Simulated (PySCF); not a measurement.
NMR data sheet: 4-Chloropyridine

```
Formula                               : C5H4ClN
SMILES                                : Clc1ccncc1
Point group of the computed structure : C2v
Degrees of unsaturation               : 4
Carbon signals                        : 3
Proton signals                        : 2
```

Mapped SMILES: `[Cl:1][c:2]1[cH:3][cH:4][n:5][cH:6][cH:7]1` (H(Xn): hydrogen on atom n).

PySCF 2.14 calculation with σ from GIAO-B97-2/pcSseg-2 and geometry from PBE0-D3(BJ)/def2-TZVP; non-relativistic, one averaged value for each set of equivalent atoms, no solvent model, one conformer.

δ = σ(ref) − σ, references computed at the same level: $^{1}$H (σ = 31.64 ppm) and $^{13}$C (σ = 185.38 ppm) against TMS; $^{15}$N (σ = 261.75 ppm) vs NH3.

```tsv
carbon	δC, type	δH (multiplicity)	HMBC from (2–3 bonds)	span of the C tensor (ppm)
C2	157.3, C	–	H(C4)/H(C6), H(C3)/H(C7)	202
C3/C7	130.1, CH	7.41 (d)	H(C4)/H(C6), H(C3)/H(C7)	205
C4/C6	158.9, CH	8.79 (d)	H(C4)/H(C6), H(C3)/H(C7)	222
```

Other nuclei:
```csv
atoms,nucleus,environment,δ (ppm),σ (ppm)
N5,$^{15}$N,pyridine-type ring nitrogen,346.8,-85.0
```

1. Carbon types of the structure: 1 × C, 4 × CH, which accounts for all hydrogens.
2. δC 158.9: aromatic CH next to a ring nitrogen; the adjacent pyridine-type nitrogen withdraws density from it.
3. δC 157.3: aromatic carbon bearing chlorine.
4. δC 130.1: aromatic CH; the aromatic region.
5. δH 8.79: hydrogen on an aromatic CH next to a ring nitrogen; ring current plus the neighbouring ring nitrogen.
6. δH 7.41: hydrogen on an aromatic CH; ring-current deshielding.

Carbons that carry Cl, above all several Cl atoms, come out too deshielded, partly because spin–orbit coupling is missing. Shifts are as computed. Against solution values, carbons near 30 ppm lie about +3 ppm off and those near 130 ppm about +7 ppm; carbons on Cl a further +5 ppm. Of 1211 compounds with measured shifts, 218 miss one by over three times the rms of a fit or turn the order of signals round; such compounds aren't used in these exercises. Experimental scales use liquid or dissolved standards, which lie at an offset from isolated NH3 (liquid NH3: subtract about 20 ppm). Unscaled 15N shifts of sp2 nitrogen come out 20 to 40 ppm too high even then. Multiplicities follow the n + 1 count of equivalent neighbours, as no J values were calculated; m marks all less simple cases, F and P coupling included.
